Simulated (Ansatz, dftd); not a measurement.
Reaction: CH4FSi (SMILES F[CH][SiH3], doublet) → CH4FSi (SMILES [CH2][SiH2]F, doublet)
Each species at its own B3LYP-D3(BJ)/def2-TZVP minimum (Ansatz, a first-principles code).

Quantity: isomerisation energy (electronic), in kcal/mol. Radicals and triplets start from unrestricted determinants; spin-orbit coupling is neglected. Correlated methods leave the cores frozen. Rows without X2C or -DK are non-relativistic. CBS(X,Y): correlation extrapolated as X^-3, Hartree-Fock from the larger set. A bracket is a step between two methods taken in the basis named. Functionals run without relativity, which enters their misses. Double hybrids freeze cores in their MP2 part. '+ core + X2C': CCSD(T) terms for core correlation (cc-pwCVTZ, 1s frozen past Ne) and scalar relativity (cc-pVTZ-DK).

Compared with CCSD(T)/CBS(cc-pV(T+d)Z,cc-pV(Q+d)Z) + [CCSDT(Q) - CCSD(T)]/cc-pV(D+d)Z + core + X2C (Ansatz): -54.5 kcal/mol.

Costs are rough ratios of core time, to one figure, on one kind of shared machine, summed over the single points of the molecules; atoms, geometries and frequencies are left out. The first row took roughly 20 core seconds; short runs hold start-up time.

```json
[
 {"level": "CCSD(T)/cc-pV(D+d)Z", "program": "Ansatz", "cost relative to the first row": "1", "difference (kcal/mol)": "7.3"},
 {"level": "B2GP-PLYP-D3(BJ)/def2-TZVPD", "program": "Ansatz + dftd3", "cost relative to the first row": "1", "difference (kcal/mol)": "1.2"},
 {"level": "B2PLYP-D3(BJ)/def2-TZVPD", "program": "Ansatz + dftd3", "cost relative to the first row": "1", "difference (kcal/mol)": "2.2"},
 {"level": "B2PLYP-D4/def2-TZVPD", "program": "Ansatz + dftd4", "cost relative to the first row": "1", "difference (kcal/mol)": "2.2"},
 {"level": "B2PLYP/def2-TZVPD", "program": "Ansatz", "cost relative to the first row": "1", "difference (kcal/mol)": "2.2"},
 {"level": "wB97M-V/def2-TZVPD", "program": "Ansatz", "cost relative to the first row": "2", "difference (kcal/mol)": "3.3"},
 {"level": "CCSD(T)/cc-pV(T+d)Z", "program": "Ansatz", "cost relative to the first row": "10", "difference (kcal/mol)": "1.5"}
]
```

The dearest row costs roughly 10 times the first. Costs within a factor of two don't rank. The table holds for this case alone.
